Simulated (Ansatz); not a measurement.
Consider the ligand exchange at the Si–C bond: `C#C[SiH](Cl)Cl` + `[OH][GeH3]` → `Cl[SiH](Cl)[O][GeH3]` + `C#C`.

Program: Ansatz. Geometries: PBE0-D4/def2-TZVP. ΔE: electronic, gas phase. CBS: MP2 limit from def2 TZ/QZ plus the TZ coupled-cluster correction, frozen cores. This one scheme is used for every species. Functionals use def2-TZVPP. B3LYP here is the variant with VWN-RPA as its local correlation; programs differ in this. HSE06 is defined as in plane-wave codes. For Ge outer-core shells are correlated without core-valence functions, which leaves a few kJ/mol of doubt a bond. Scalar relativity is left out up to krypton. One conformer a species, not always the lowest.

`C#C[SiH](Cl)Cl`:

Cartesian coordinates in Å:
```
C 1.747 -0.336 -0.939
C 0.718 -0.121 -0.349
Si -0.809 0.211 0.559
Cl -1.965 1.494 -0.522
Cl -1.813 -1.538 0.843
H 2.655 -0.527 -1.464
H -0.533 0.817 1.872
```

`[OH][GeH3]`:

Cartesian coordinates in Å:
```
O 1.138 0.642 -0.418
Ge -0.355 -0.257 -0.043
H 1.478 1.126 0.338
H -0.722 -0.946 -1.360
H -1.457 0.720 0.410
H -0.082 -1.284 1.073
```

`Cl[SiH](Cl)[O][GeH3]`:

```xyz
9

Cl    0.150   -1.831   -1.839
Si    1.184   -0.327   -0.909
Cl    1.080    1.323   -2.113
O     0.552   -0.021    0.533
Ge   -1.092    0.331    1.153
H     2.590   -0.728   -0.773
H    -1.901    0.980    0.023
H    -1.692   -1.009    1.594
H    -0.871    1.283    2.331
```

`C#C`:

Cartesian coordinates in Å:
```
C 0.304 -0.493 -0.151
C -0.304 0.493 0.151
H 0.844 -1.371 -0.419
H -0.844 1.371 0.419
```

```tsv
level	ΔE (eV)
PBE-D4	-0.88
B3LYP-D4	-1.02
r2SCANh-D4	-1.00
HSE06-D4	-0.94
PBE-QIDH	-0.98
B3LYP	-0.96
r2SCAN0	-1.01
HF/def2-SVP	-1.08
```

Task: What does CCSD(T)/CBS give? (Best estimate.)

Result: The calculation gave: -1.02 eV. The listed levels differ from it by 0.14, 0.00, 0.02, 0.08, 0.04, 0.06, 0.01, -0.06 eV.

Largest T1 diagnostic among the species: 0.013.

From PBE to PBE0 (25 % exact exchange), in def2-TZVPP and without D4, ΔE moves by −0.07 eV. At CCSD(T), def2-SVP lies +0.04 eV from the extrapolated value and def2-TZVPP +0.01 eV. Leaving LDA and LC-ωPBE aside and taking each functional with its dispersion term where it has one, the values, not all of them listed here, spread over 0.25 eV, from BHLYP-D4 to revPBE-D4. LDA lies −0.09 eV from PBE without D4.
